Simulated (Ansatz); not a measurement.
The input (input.yaml):

```yaml
crystal:
  periodic: [false, false, false]
  atoms:
    - { symbol: Sn, position_ang: [-0.069363, -0.601821, -0.349036] }
    - { symbol: Cl, position_ang: [0.822924, 0.576221, 2.948656] }
    - { symbol: H, position_ang: [1.347714, 0.278709, -0.590328] }
    - { symbol: H, position_ang: [-1.423123, 0.115116, 0.351439] }
    - { symbol: Cl, position_ang: [-0.729396, -1.436523, -2.427971] }
    - { symbol: Br, position_ang: [0.525301, -2.669258, 1.051393] }
    - { symbol: H, position_ang: [0.891242, -0.748644, 2.990647] }
basis:
  gaussian: { orbitals: def2-mTZVP }
hamiltonian:
  xc: hf
relax:
  f_tol: 0.03
  max_steps: 50
```

Run as:

```bash
$ ansatz run input.yaml --threads 4 --pin off --max-ram 5120MiB --backend cpu --events-out ev --progress --plain --runs-dir out
```

Hardware: 4 threads of Arm Neoverse V2, on a shared host.

Problem. Roughly how long does this run take, and how much memory?

Solution. 13 s, with a peak of 0.35 GiB, for 8 ionic steps.
